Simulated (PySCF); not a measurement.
Compound: CH₇B₃ClN.
Atom-mapped SMILES: `[BH2:1][N:2]([BH2:3])[B:4]([CH3:5])[Cl:6]` (hydrogens: H7, H8 on B1; H9, H10 on B3; H11, H12, H13 on C5)

Computed by this run: PySCF, PBE0-D3(BJ)/def2-SVP geometry optimisation, gas phase; density fitting, grid level 1; the optimiser is geomeTRIC in internal coordinates, started from a GFN2-xTB structure with every atom displaced at random (about 0.01 Å).

Step 2: E = -17178.5591 eV
```
atom  x, y, z in Å  |  force x, y, z in eV/Å
B1      1.0134    0.2926    1.2218    0.018  -0.007  -0.017
N2      1.2807   -0.9660    1.8590   -0.033   0.068  -0.015
B3      0.2812   -2.0008    1.8119   -0.086  -0.033  -0.046
B4      2.5446   -1.1665    2.5606    0.039  -0.183   0.324
C5      3.9305   -0.7184    2.0036   -0.011   0.036  -0.065
Cl6     2.4790   -2.0096    4.1290    0.007   0.099  -0.226
H7      1.8429    1.1702    1.2418    0.008  -0.009  -0.004
H8     -0.0549    0.4712    0.6936   -0.006  -0.007   0.003
H9      0.4969   -3.0801    2.3042    0.028   0.025   0.019
H10    -0.7537   -1.7818    1.2301    0.035   0.007   0.011
H11     4.7589   -0.8701    2.7062   -0.013  -0.001   0.009
H12     3.9131    0.3338    1.6793    0.001  -0.004  -0.005
H13     4.1336   -1.3089    1.0914    0.013   0.010   0.013
```

Step 3: E = -17178.5620 eV
```
atom  x, y, z in Å  |  force x, y, z in eV/Å
B1      1.0382    0.2803    1.2136   -0.009   0.028  -0.033
N2      1.2806   -0.9716    1.8698   -0.056  -0.030   0.047
B3      0.2669   -1.9949    1.8206    0.133  -0.005   0.065
B4      2.5443   -1.1871    2.5760   -0.020   0.055  -0.146
C5      3.9134   -0.7026    2.0039    0.056   0.028   0.099
Cl6     2.4928   -2.0600    4.1072    0.013  -0.047   0.062
H7      1.8878    1.1388    1.2180   -0.040   0.009  -0.013
H8     -0.0295    0.4685    0.6864    0.008   0.009  -0.009
H9      0.4807   -3.0601    2.3431   -0.048  -0.012  -0.014
H10    -0.7517   -1.7776    1.2190   -0.058   0.016  -0.029
H11     4.7518   -0.8515    2.6962    0.002   0.013  -0.017
H12     3.8713    0.3545    1.6980    0.011  -0.027   0.020
H13     4.1197   -1.2709    1.0809    0.010  -0.036  -0.033
```

Task: Estimate the geometry and energy of step 4. (The exact step hangs on the optimiser's Hessian estimate; all steps are aligned on step 3, rigid shifts and turns removed.)

Result: E = -17178.5642 eV, largest force 0.093 eV/Å
```
atom  x, y, z in Å  |  force x, y, z in eV/Å
B1      1.0254    0.2791    1.2074   -0.013   0.004  -0.037
N2      1.2810   -0.9693    1.8679    0.036   0.013   0.015
B3      0.2660   -1.9909    1.8242    0.030  -0.003   0.045
B4      2.5500   -1.1852    2.5670   -0.038   0.018  -0.083
C5      3.9279   -0.7038    2.0107   -0.023   0.021   0.013
Cl6     2.4973   -2.0703    4.0925    0.010  -0.049   0.070
H7      1.8608    1.1505    1.1962    0.015  -0.008   0.012
H8     -0.0477    0.4529    0.6864    0.007   0.014  -0.006
H9      0.4667   -3.0594    2.3444   -0.005  -0.004  -0.011
H10    -0.7564   -1.7640    1.2291   -0.021  -0.004  -0.012
H11     4.7594   -0.8609    2.7089   -0.003   0.003   0.002
H12     3.8954    0.3551    1.7123    0.003   0.006  -0.002
H13     4.1404   -1.2683    1.0854    0.003  -0.010  -0.006
```

The energy changes by -0.0022 eV. The first-order estimate −F·Δx gives -0.0048 eV and the mean of the old and new forces, exact on a quadratic surface, -0.0020 eV. The step makes an angle of 77° with the force vector and moves no atom by more than 0.037 Å.

What follows is the cost of the whole optimisation. The run took 2.0 min of wall time on one thread, Arm Neoverse V1 (aarch64), on a shared host, and the process peaked at 0.49 GiB of memory.
